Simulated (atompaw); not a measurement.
What one change does to a pseudopotential (europium (Eu), PAW (atompaw))

Eu, PAW, made with atompaw 4.2.0.5 (LDA (PW92), scalar-relativistic). Core [Xe] 4f6, reference 5d1 6s2 6p0. Waves: 6s (bound): rc 3.00 bohr; 6s channel at 1.9 Ry: rc 3.00 bohr; 6p (bound, empty): rc 3.00 bohr; 6p channel at 1.45 Ry: rc 3.00 bohr; 5d (bound): rc 3.00 bohr; 5d channel at 1.55 Ry: rc 0.80 bohr; 5f channel at 0.4 Ry: rc 3.00 bohr. Local part: troulliermartins scheme with l = 4 at 0 Ry, radius 2.00 bohr. Core correction: smooth core density matched at 1.60 bohr. Augmentation charge: besselshape compensation charge, radius 2.40 bohr; PAW radius 3.00 bohr; waves and projectors: custom polynom gramschmidtortho.

Change: wave 5d channel at 1.55 Ry: rc 0.80 bohr becomes 5d channel at 1.55 Ry: rc 1.76 bohr.

Cutoffs: the cutoffs (Ry, on a coarse ladder) from which the occupation-weighted sum of valence levels, in a spherical-Bessel basis at the reference potential, stays within 10 and 1 mRy of its value at 400 Ry; they do not see the model core or the augmentation charge, which bear on the density cutoff.

Q: What does the change do?

A: Both files are so soft that the ladder of cutoffs tells neither apart; the bound ghosts move from d, p, s to p, s; the range in which the d phases agree widens (upper end 2.4 → 4.4).

```csv
quantity,base,changed
"cutoff, loose",8 Ry,8 Ry
"cutoff, tight",10 Ry,10 Ry
bound ghosts,"s, p, d","s, p"
s: phases at 3.01 bohr within 0.05 rad from the reference energy up to (Ry; the scan ends near 5),3.8,3.8
p: phases at 3.01 bohr within 0.05 rad from the reference energy up to (Ry; the scan ends near 5),4.6,4.6
d: phases at 3.01 bohr within 0.05 rad from the reference energy up to (Ry; the scan ends near 5),2.4,4.4
f: phases at 3.01 bohr within 0.05 rad from the reference energy up to (Ry; the scan ends near 5),0.8,0.8
lowest overlap eigenvalue by channel,"s 0.13, p 0.59, d 0.37, f 1.00","s 0.13, p 0.59, d 0.64, f 1.00"
```

 A true bound ghost makes a file unfit for plane-wave use even where its test errors are small: the radial tests pick states by their node count and pass the ghost by. The cutoffs see the waves, projectors and local potential, not the compensation charge or the core.
